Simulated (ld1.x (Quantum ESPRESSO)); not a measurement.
Cutoff test, Ce, TM

- Element: cerium
- Generator: ld1.x (Quantum ESPRESSO) 7.5
- Type: norm-conserving Troullier–Martins (Kleinman–Bylander form)
- Functional: PBE
- Relativity: fully relativistic
- Frozen core: [Xe] 4f1
- Valence charge: 3
- Reference configuration: 5d1 6s0 6p0 (charge +2)
- Partial waves: 6s (bound, empty): rc 2.50 bohr; 5d (bound): rc 2.70 bohr; 5f channel at 0.4 Ry: rc 3.40 bohr; 6p (bound, empty): rc 3.25 bohr
- Local potential: the p channel
- Core correction: none

Open shells are filled in proportion to 2j + 1 (rel_dist='average').

The pseudo-atom Hamiltonian at the reference potential is diagonalised in spherical Bessel functions j_l(qr) that vanish at 20 bohr, with q² up to the cutoff. All-electron valence levels (Ry): 6s -1.0112, 5d3/2 -1.1027, 5d5/2 -1.0835, 6p1/2 -0.7618, 6p3/2 -0.7316.

Q: How do the lowest levels (Ry) of each channel move with the cutoff, and are there ghosts?

A:

```tsv
cutoff (Ry)	s #1	s #2	d3/2 #1	d3/2 #2	d5/2 #1	f5/2 #1	f7/2 #1	p1/2 #1	p3/2 #1	Σ f·Δε (mRy)
8	-4.8619	-0.9701	-1.0664	-0.4019	-1.0530	-0.3238	-0.3234	-0.7328	-0.7328	32.8
10	-5.0773	-0.9875	-1.0915	-0.4042	-1.0745	-0.3249	-0.3244	-0.7381	-0.7381	9.8
12	-5.2645	-0.9982	-1.1000	-0.4052	-1.0815	-0.3255	-0.3251	-0.7393	-0.7393	2.2
15	-5.3214	-1.0023	-1.1022	-0.4057	-1.0832	-0.3259	-0.3255	-0.7394	-0.7394	0.3
18	-5.3247	-1.0037	-1.1026	-0.4060	-1.0834	-0.3259	-0.3256	-0.7394	-0.7394	0.0
21	-5.3250	-1.0043	-1.1026	-0.4060	-1.0834	-0.3259	-0.3256	-0.7394	-0.7394	0.0
400	-5.5370	-1.0112	-1.1027	-0.4060	-1.0835	-0.3260	-0.3256	-0.7397	-0.7397	0.0
```

Result: ghost state, extra bound levels that the all-electron valence spectrum of the same l lacks: s at -75.3 eV (a true bound ghost makes a file unfit for plane-wave use); 10 mRy is reached at 10 Ry and 1 mRy at 15 Ry.

The cutoffs count occupied waves only; the empty 6s level needs 15 Ry at the loose tolerance. Its largest configuration-test error is +1668 meV.
